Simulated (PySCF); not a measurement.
## Shifts of the heteroatoms

Bonds (- single, = double, # triple, : aromatic): F1-C2 1.376 Å, C2-C3 1.500 Å, C3=C4 1.326 Å, C4-O5 1.367 Å, O5-C6 1.396 Å, C6-O7 1.430 Å, O7-C8 1.330 Å, C8-F9 1.341 Å, C8-F10 1.327 Å, C8-F11 1.336 Å, C6-C2 1.545 Å. C2 carries H12; C3 carries H13; C4 carries H14; C6 carries H15. Stereochemistry as in F[C@@H]1C=CO[C@H]1OC(F)(F)F.

Level of theory: shielding tensors at PBE0/pcSseg-1 (GIAO), geometry from GFN2-xTB, in PySCF 2.14 (isolated molecule, a single conformation, relativity neglected, one averaged value for each set of equivalent atoms).

**Question.** Predict the ¹⁹F NMR data.

**Answer.** 
```
     atoms                environment  σ (ppm)  δ (ppm)
F9/F10/F11  fluorine of an OCF3 group    244.7    -60.2
        F1  fluorine on an sp3 carbon    371.3   -174.4
```

Shieldings were converted by a linear fit to measured shifts: ¹⁹F: δ = 146.13 − 0.903σ +14.6 on sp3 carbon (rms 6.0 ppm, 223 shifts, 7.0 ppm with the 5 outliers that the fit left out vs CFCl3, solution or neat liquid). A few per cent of atoms miss by over 2 rms, more outside the fitted compound classes.

On a 300 MHz spectrometer ¹⁹F resonates near 282.3 MHz, so 1 ppm is 282.3 Hz.

**Question.** Where does ¹⁷O resonate?

**Answer.** 
```csv
atoms,environment,σ (ppm),δ (ppm)
O5,ether oxygen,159.7,121.2
O7,ether oxygen,178.4,104.2
```

Shieldings were converted by a linear fit to measured shifts: ¹⁷O (scatter 10.7 ppm rms, 12.2 ppm with the 3 outliers that the fit left out vs liquid water, solution or neat liquid). Occasional misses reach two or three times the rms, and more in compound classes unlike the fitted ones.

On a 600 MHz spectrometer ¹⁷O resonates near 81.3 MHz, so 1 ppm is 81.3 Hz.
